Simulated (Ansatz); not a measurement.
Species: CH6OSi2, SMILES `C=[SiH][SiH2]O` (C–Si–Si–O torsion -11°, Si–Si–O–H torsion -47°) (charge 0, multiplicity 1).

**Question.** Give a relaxed geometry from Ansatz (a quantum-chemistry and plane-wave program) with B3LYP-D3(BJ)/def2-TZVP.

**Answer.** One answer among several that fit: the end point of this relaxation, one of several conformers (outside a Z-matrix the atoms follow the SMILES, hydrogens last).
Z-matrix (Å, degrees):
```
Si
C 1 1.7113
H 2 1.0829 1 123.45
H 2 1.0833 3 115.02 1 -178.93
H 1 1.4806 2 119.65 3 0.63
Si 1 2.3368 5 120.29 2 -176.20
O 6 1.6545 1 108.99 5 164.75
H 7 0.9609 6 117.73 1 -47.39
H 6 1.4779 7 105.96 8 -168.67
H 6 1.4863 9 108.25 7 120.77
```
